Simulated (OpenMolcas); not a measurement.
# Lines of C2+: computed and rescaled rates

* Program: OpenMolcas 26.06
* Method: MS-RASPT2, IPEA 0.25 Eh, imaginary shift 0.1 Eh (closed shells correlated: 1s)
* Basis: ANO-RCC [8s8p4d3f2g]
* Scalar Hamiltonian: DKH2, point nucleus
* Active space: 2 electrons in 9 orbitals (RAS2 2s 2p; RAS3 3d, at most 2 electrons)
* State averaging: 2S+1 = 3 even, 3 roots; 2S+1 = 1 even, 7 roots; 2S+1 = 3 odd, 3 roots; 2S+1 = 1 odd, 3 roots
* Spin-orbit coupling: RASSI with atomic mean-field integrals over the reference wave functions, term energies averaged over their components

Rates come from the transition moments of the reference wave functions (E1 and E2 in the length form). At fixed line strength A goes as λ^-3 for E1 and M1 and as λ^-5 for E2, so a rate at the computed wavelength can be rescaled to the measured one. Measured vacuum wavelengths follow from level energies in Moore, Selected Tables of Atomic Spectra, NSRDS-NBS 3, section 3. Branching counts decays inside the model space alone, at computed energies, and the table is only a selection of the E1 lines, drawn from those between levels with measured partners whose computed energy lies within a factor of 1.5 of the measured one.

```
     Upper       Lower  Type  λ computed (nm)  λ measured (nm)  A computed (s-1)  A rescaled (s-1)  Branching %
   2p² ¹S₀  2s 2p ¹P°₁    E1              124            124.7          1.83e+09          1.80e+09        100.0
2s 2p ¹P°₁     2s² ¹S₀    E1            97.23             97.7          1.81e+09          1.78e+09        100.0
   2p² ³P₀  2s 2p ³P°₁    E1            117.2            117.6          1.34e+09          1.33e+09        100.0
   2p² ³P₂  2s 2p ³P°₂    E1            117.1            117.6          1.01e+09          9.97e+08         75.0
   2p² ³P₁  2s 2p ³P°₂    E1            117.2            117.6          5.58e+08          5.52e+08         41.6
   2p² ³P₁  2s 2p ³P°₀    E1            117.1            117.5          4.47e+08          4.42e+08         33.4
   2p² ³P₂  2s 2p ³P°₁    E1            117.1            117.5          3.36e+08          3.33e+08         25.0
   2p² ³P₁  2s 2p ³P°₁    E1            117.1            117.6          3.35e+08          3.31e+08         25.0
   2p² ¹D₂  2s 2p ¹P°₁    E1            229.4            229.8          1.40e+08          1.39e+08        100.0
2s 2p ³P°₁     2s² ¹S₀    E1            190.6            190.9          1.03e+02                          100.0
```

Spin-changing lines and M1 lines between different terms are not rescaled, since their strength hangs on the term gaps too.

The largest correction is for 2p² ¹S₀ → 2s 2p ¹P°₁ (E1): 1.83e+09 × (124 / 124.7)^3 = 1.80e+09 s-1, a factor of 0.98.

The computed rate and branching of 2s 2p ¹P°₁ → 2s² ¹S₀ give the upper level a radiative lifetime of 1.000 / 1.81e+09 s-1 = 5.52e-10 s, counting decays inside the model space alone. The rescaled rate gives about 5.6e-10 s.

No measured rate stands beside these. Rescaling mends the energy factor alone: line strengths can still be far off where a level mixes with configurations outside the active space, and weak or spin-changing lines hang on small mixing coefficients that depend on the term gaps too, so rescaling need not improve them.

Active for correlation alone: 3d; no level in the range computed is led by a configuration that fills it, so any true level of that kind is missing. Computed and measured levels are paired by configuration, term and J; levels that our copy of the source lacks, or whose pairing is in doubt (as where it misses far off the trend of its configuration), stay unpaired. Levels of configurations outside the active space are missing.

° marks odd parity.
